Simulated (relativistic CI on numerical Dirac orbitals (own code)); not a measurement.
## What each ingredient does to the levels of Fe III

Base calculation: Dirac-Coulomb-Breit CI, orbitals from a KLI potential per configuration, QED by a radiative potential, valence Slater integrals scaled by 0.85, P86 correlation energy added to each configuration.

CI space (outside the closed core [Ar]): 3d6, 3d5 4s, 3d5 4p, 3d4 4s2, 3d5 4d, 3d5 5s, 3d5 5p, 3d4 4s 4p, 3d5 4f, 3d5 5d, 3d5 6s, 3d5 6p, 3d5 5f, 3d5 5g, 3d5 6d, 3d5 6f, 3d4 4p2, 3d4 4s 4d. Levels of other configurations are missing.

Variants: (1) valence Slater integrals scaled by 0.75; (2) QED terms removed; (3) one mean potential for all configurations. Shifts of the energy above 3d6 5D_4, in cm⁻¹, for the lowest level and the first level of each name with at least 55 % of one term (blank where a level changes its place among those of its configuration and J or its character, or is not in the variant):

```tsv
Level	Base	Δ(1)	Δ(2)	Δ(3)	Measured
3d6 5D_4	0.0	0.0	0.0	0.0	0.0
3d6 5D_3	409.7	+1.2	-1.9	-23.9	436.2
3d6 5D_2	696.8	0.0	-3.1	-40.0	738.9
3d6 5D_1	881.1	-1.1	-3.9	-50.2	932.4
3d6 5D_0	971.4	-1.8	-4.2	-55.2	1027.3
3d6 3H_6	19348.7	-2203.8	-0.8	-94.6	20051.1
3d6 3H_5	19593.3	-2205.9	-1.7	-104.7	20300.8
3d6 3H_4	19776.9	-2210.2	-2.2	-110.9	20481.9
3d6 3P_2	21182.0	-2419.9	+0.8	-26.1	19404.8
3d6 3F_4	22102.9	-2521.4	-0.3	-83.2	21462.2
3d6 3F_3	22338.5	-2517.6	-1.5	-98.5	21699.9
3d6 3P_1	22388.7	-2422.1	-4.8	-95.3	20688.4
3d6 3F_2	22503.5	-2514.1	-2.4	-109.9	21857.2
3d6 3P_0	22877.5	-2435.8	-6.6	-119.9	21208.5
3d6 3G_5	24365.9	-2772.7	-1.3	-127.1	24558.8
3d6 3G_4	24751.4	-2765.1	-3.3	-150.8	24940.9
3d6 3G_3	24944.4	-2770.6	-3.8	-157.6	25142.4
3d5 4s 7S_3	28261.7	+3221.3	-69.1	+500.9	30088.8
3d6 1I_6	29093.7	-3298.1	-2.1	-167.1	30356.2
3d6 1G_4	30744.1	-3439.6	-2.8	-121.3	30886.4
3d6 3D_1	31269.1	-3581.4	-1.6	-204.9	30725.8
3d6 3D_2	31277.3	-3587.1	-1.5	-204.6	30716.2
```

For a near-neutral ion this model can misplace configurations by up to about 10,000 cm⁻¹ (more where the count of f electrons changes) and terms by 10 to 25 % of their spread. Rates follow the energies as ν³ (E1, M1) or ν⁵ (E2), so they and the lifetimes can be off by large factors. The fine structure of a lone outer electron comes out too small, for d and f at times inverted, and misplaced configurations move strength between like terms. 66 of the 69 excited levels that our extract of the measured tables holds in this range could be paired (the sources list more); they are missed by 1409 cm⁻¹ on average and 4056 at most, and levels without a partner can miss by more.

Measured levels: Corliss and Sugar, J. Phys. Chem. Ref. Data 11, 135 (1982).

Ionisation energy from the two ground configurations alone: base 30.01 eV; valence Slater integrals scaled by 0.75 30.36 eV. The NIST ASD value (measured) is 30.651 eV. The gap of more than 2 % comes from missing correlation.
